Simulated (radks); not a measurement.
The numbers below are computed, except where a source is named.
The titanium ion Ti+, configuration [Ar] 3d2 4s1 (the NIST ground configuration). Code: a radial shooting solver on a logarithmic mesh with Libxc functionals. Model: non-relativistic Kohn-Sham, TASK exchange with Perdew-Wang LDA correlation, spin-polarised, spherical densities, point nucleus; open shells are filled with parallel spins first; meta-GGA in the generalised Kohn-Sham scheme.

Normalised radial functions P(r) = r R(r), r in bohr:

```
   r/bohr * 3s down, o 3p down, + 4s up (the largest magnitude, 1.09, reaches the edge; | marks zero, & curves that meet)
 0.008708                             o+  *
  0.01134                             o +  *
  0.01476                             |o+   *
  0.01938                             |o+    *
  0.02524                             |o+     *
  0.03286                             | o+    *
  0.04313                             |  &    *
  0.05616                             | +  o*
  0.07313                             |+  *  o
  0.09599                            *+        o
    0.125                       *   + |           o
   0.1628                  *      +   |            o
   0.2136               *        +    |           o
   0.2782                 *       +   |       o
   0.3622                        *   +|o
   0.4754                    o        |  +    *
   0.6191          o                  |      +            *
   0.8061    o                        |      +                   *
    1.058    o                        |   +                     *
    1.378          o               +  |                 *
    1.794                  o+         |        *
    2.355              +         o    |  *
    3.066             +             o |*
    3.993                 +           &
    5.241                       +     &
    6.824                           + &
    8.886                             &
```

3s down: eigenvalue -70.564 eV, 2 radial nodes at r = 0.0926, 0.404 bohr, <r> = 1.02 bohr, 90 % of the charge inside 1.53 bohr. 3p down: eigenvalue -46.351 eV, 1 radial node at r = 0.370 bohr, <r> = 1.09 bohr, 90 % of the charge inside 1.67 bohr. 4s up: eigenvalue -11.383 eV, 3 radial nodes at r = 0.0923, 0.393, 1.25 bohr, <r> = 3.14 bohr, 90 % of the charge inside 4.59 bohr.
